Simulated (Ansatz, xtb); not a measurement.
Constitutional and geometric isomers with formula H2B2O. Isolated molecules, 0 K electronic values unless said otherwise. One relaxed conformer stands for each flexible species; it need not be the lowest. Strings in code marks are SMILES.

Quantity: electronic energy of isomers of H2B2O relative to `BB=O`, in kcal/mol. The DFT solution of `[H]/B=B/O` is unstable or spin-contaminated; the geometry comes from it.

Level 1: PBE/cc-pVTZ // B3LYP-D3(BJ)/def2-TZVP (Ansatz, a program for electronic structure)
Level 2: PBE0/cc-pVTZ // B3LYP-D3(BJ)/def2-TZVP (Ansatz)
Level 3: r2SCAN0/cc-pVTZ // B3LYP-D3(BJ)/def2-TZVP (Ansatz)
Level 4: GFN2-xTB (xtb)

| species | level 2 | level 3 | level 4 |
|---|---|---|---|
| `[H]/B=B/O` | 66.2 | 67.4 | 70.3 |
| `B1BO1` | 3.70 | 3.43 | 9.43 |

Problem. What does level 1 give for each?

Solution. 
- `[H]/B=B/O`: 66.6
- `B1BO1`: 5.01
